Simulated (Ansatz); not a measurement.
CClF, SMILES `F[C]Cl` (excited triplet) (charge 0, multiplicity 3). This triplet is an excited state, 1.58 eV above the relaxed singlet at the level composite: frozen-core CCSD(T) with HF/cc-pVQZ and the correlation energy extrapolated as X^-3 from cc-pVTZ and cc-pVQZ, plus CCSDT(Q) minus CCSD(T) in cc-pVDZ // PBE0-D3(BJ)/def2-TZVP (Ansatz, a program for electronic structure).

All values below come from PBE0/cc-pVTZ // PBE0-D3(BJ)/def2-TZVP (Ansatz).

Ansatz 0.2 input:
```yaml
crystal:
  periodic: [false, false, false]
  atoms:
    - { symbol: F, position_ang: [-1.234551, -0.293348, 0.000005] }
    - { symbol: C, position_ang: [-0.160052, 0.451444, 0.0] }
    - { symbol: Cl, position_ang: [1.394604, -0.158096, -0.000005] }
basis:
  gaussian: { orbitals: cc-pVTZ }
hamiltonian:
  xc: pbe0
magnetization:
  spin_polarized: true
  initial_magnetization: 2
```

Output:

```
Functional definition: PBE0
618 factors; their error is unknown
mean field evaluation 1: about -16265.1477 eV, gradient 1.4e1 eV
mean field evaluation 2: about -16264.9660 eV, gradient 1.7e1 eV
mean field evaluation 4: about -16266.2411 eV, gradient 1.1e0 eV
mean field evaluation 8: about -16266.2497 eV, gradient 5.4e-2 eV
mean field evaluation 16: about -16266.3256 eV, gradient 4.3e-5 eV
mean field -16266.32562751 eV, -597.7764410995 hartree, gradient 7.3e-6 eV, S^2 2.006153; 0 other end points of the search recorded, 0 dependent functions left out
reference -16266.32564600 eV, -597.7764417791 hartree; 17, 15 occupied and 77, 79 virtual orbitals, 618 factors
Total energy: -16266.32564600 eV, -597.7764417791 hartree
```
